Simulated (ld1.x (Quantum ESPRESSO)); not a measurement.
## Pseudopotential generation for platinum: PAW, PBE, scalar-relativistic.

platinum (Pt), PAW, made with ld1.x (Quantum ESPRESSO) 7.5 (PBE, scalar-relativistic). Core [Kr] 4d10 4f14 5s2, reference 5p6 5d10 6s0 6p0. Waves: 6s (bound, empty): rcut 1.75, rcutus 2.10 bohr; 6s channel at -0.05 Ry: rcut 1.75, rcutus 2.10 bohr; 5p (bound): rcut 1.45, rcutus 1.90 bohr; 6p (bound, empty): rcut 1.45, rcutus 1.90 bohr; 5d (bound): rcut 1.20, rcutus 1.45 bohr; 5d channel at 0.95 Ry: rcut 1.20, rcutus 1.45 bohr. Local part: all-electron potential smoothed inside 1.40 bohr (lloc = -1). Core correction: Bessel-smoothed model core, default radius (core density twice the valence density). Augmentation charge: BESSEL, radius 1.00 bohr.

Poles of the logarithmic derivatives, all-electron (AE) and pseudo (PS). s: poles at 3.3 (AE) and 3.3 (PS) Ry. p: poles at -3.8 (AE) and -3.8, 4.9 (PS) Ry. d: poles at 0.4 (AE) and 0.4 (PS) Ry. Test radius 2.31 bohr.

- Configuration tests: test run stopped at test 1 of 7 (negative rho)
- Lowest eigenvalue of the overlap operator: -0.18 (p channel); it is negative, so in a basis up to 400 Ry S is not positive definite and the file is unfit for use

The ghost test of this file was not conclusive. Its overlap operator is not positive definite in a basis up to 400 Ry (lowest eigenvalue s -0.08, p -0.18), so the file is unfit for use: the generalised eigenproblem breaks down once the basis is large enough, and its test numbers describe a broken file.
